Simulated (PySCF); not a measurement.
Coordinates in bohr (charge 0 multiplicity 2):
```
Si    0.0000   -0.7130   -0.0815
F     0.0000    0.0333    2.8118
F     2.4161    0.5085   -1.3459
F    -2.4161    0.5085   -1.3459
```

Method: PySCF, UPBE0, basis Si def2-TZVP, F def2-TZVP (no relativity, density fitting).

This geometry of SiF₃ is a stationary point at this level.

Task: What is the point group?

Result: C3v.

Task: Is it a minimum?

Result: Yes: all harmonic wavenumbers are real.

Task: Give the atomic charges and bond orders.

Result: 
| atom | Mulliken | Löwdin | polar tensor | spin (Mulliken) | Mayer order to Si1 |
| --- | --- | --- | --- | --- | --- |
| Si1 | 0.79 | -0.11 | 1.75 | 0.89 | – |
| F2,3,4 | -0.26 | 0.04 | -0.58 | 0.04 | 1.16 |

Task: Give the ideal-gas entropy at 298.15 K and 1 bar by parts.

Result: translation 164.3, rotation 94.5, vibration 18.0, spin 5.8; total 282.5 J/(mol K).

Other isomers or separated fragments may lie lower.
